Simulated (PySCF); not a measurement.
## How methods differ on the excitation energy of Zn

Zn [Ar] 3d10 4s2 (1S) → Zn [Ar] 3d9 4s2 4p1 (high-spin determinant), as a difference of total energies. All numbers are calculated (PySCF 2.14, no relativity, point nucleus, in def2-TZVPPD (6s6p4d2f1g, 67 functions)). Correlated levels: valence: [Ar] frozen. The calculations carry no spin-orbit coupling.

```json
{"method": "UHF", "excitation energy (cm⁻¹)": "76144"}
{"method": "MP2 (valence)", "excitation energy (cm⁻¹)": "97498"}
{"method": "SCS-MP2 (valence)", "excitation energy (cm⁻¹)": "95020"}
{"method": "CCSD (valence)", "excitation energy (cm⁻¹)": "91659"}
{"method": "CCSD(T) (valence)", "excitation energy (cm⁻¹)": "92432"}
```

A first-order spin-orbit estimate (lowest level to lowest level, LS coupling) adds -0.110 eV.

The upper state lies above the first ionisation limit, where it may autoionise and the basis confines it.

The determinant of the upper state mixes LS terms, which raises its energy above the lowest term, most at the Hartree-Fock and MP2 levels.
